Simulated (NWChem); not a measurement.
Molecule: C3H5NSi; SMILES C1N=C[SiH2]C=1

```xyz
10

C     -0.7242     1.2685     0.0000
C     -1.3254     0.0616     0.0000
Si     0.0512    -1.1932     0.0000
C      1.3001     0.2472     0.0000
N      0.6965     1.3791     0.0000
H     -1.2589     2.2245     0.0000
H     -2.4111    -0.0440     0.0000
H      0.1325    -2.0557     1.2171
H      0.1325    -2.0557    -1.2171
H      2.3990     0.2416     0.0000
```
Atoms are numbered in this order, from 1.

Program: NWChem. Pople sets run with spherical d functions. Geometry: optimised at PBE0/def2-SVP. Core excitations by TDA in a window of 1s orbitals, non-relativistic and unshifted: absolute energies depend strongly on the exact-exchange share.

For level N K edge, BHandHLYP/6-311G**:

| Item | Value |
|---|---|
| first 1s excitation (eV) | 395.7 |
| dipole oscillator strength of the first | 0.0537 |
| first state with f > 0.002 (eV) | 395.7 |
| dipole oscillator strength of that state | 0.0537 |

Question: What are these values for level N K edge, PBE0/6-311G**?

Answer: first 1s excitation (eV): 386.9
dipole oscillator strength of the first: 0.0309
first state with f > 0.002 (eV): 386.9
dipole oscillator strength of that state: 0.0309
